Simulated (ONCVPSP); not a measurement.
# Pb, ONCV: configuration errors across variants

Pb, optimised norm-conserving Vanderbilt (ONCV), made with ONCVPSP 4.0.1 (LDA (Perdew-Wang 92), non-relativistic). Core [Xe] 4f14, reference 5d10 6s2 6p2. Waves: 6s: rc 2.35 bohr, ncon 5, nbas 9, qcut 2.6 1/bohr, 2 projectors, debl 1.4 Ha; 6p: rc 3.00 bohr, ncon 4, nbas 7, qcut 2.2 1/bohr, 2 projectors, debl 2.1 Ha; 5d: rc 1.70 bohr, ncon 4, nbas 9, qcut 8.1 1/bohr, 2 projectors, debl 2.3 Ha. Local part: polynomial inside 1.05 bohr (lpopt 5, dvloc0 0 Ha). Core correction: polynomial model core, fcfact 0.2.

All-electron excitation energies from the reference (eV): (1) 5d10 6s2 6p1 6.934; (2) 5d10 6s2 6p0 20.639; (3) 5d10 6s1 6p0 49.563; (4) 5d9 6s2 6p3 22.548.

2 further variants failed, have other tests or another functional or relativity, and are left out.

A true bound ghost makes a file unfit for plane-wave use even where its test errors are small: the radial tests pick states by their node count and pass the ghost by.

Errors AE − PS in meV (a dash: test not solved or not reliable):

```tsv
change	(1)	(2)	(3)	(4)	bound ghosts	GHOST(+) flags above zero
base	-1.8	-16	-48	-106	s, p	s
all radii but the core radius scaled by about 1.29 (s 3.04, p 3.88, d 2.20 bohr); local potential polynomial inside 1.36 bohr (lpopt 5, dvloc0 0 Ha)	–	–	–	–	s	p
d: qcut 11.1	-1.8	-16	-49	-112	s, p	s
s: rc 3.3	-0.8	-8.1	-82	-54	s, p	s
core correction polynomial model core, fcfact 1	-1.8	-16	-49	-114	s, p	s
d: debl 3.5	-1.8	-16	-48	-106	s, p	s
local potential polynomial inside 1.05 bohr (lpopt 5, dvloc0 0.5 Ha)	-1.8	-16	-48	-106	s, p	s
```

(1) Give the same row for: local potential polynomial inside 1.10 bohr (lpopt 5, dvloc0 0 Ha).

Answers

(1) -1.8, -16, -49, -106; bound ghosts: s, p; GHOST(+) flags above zero: s.
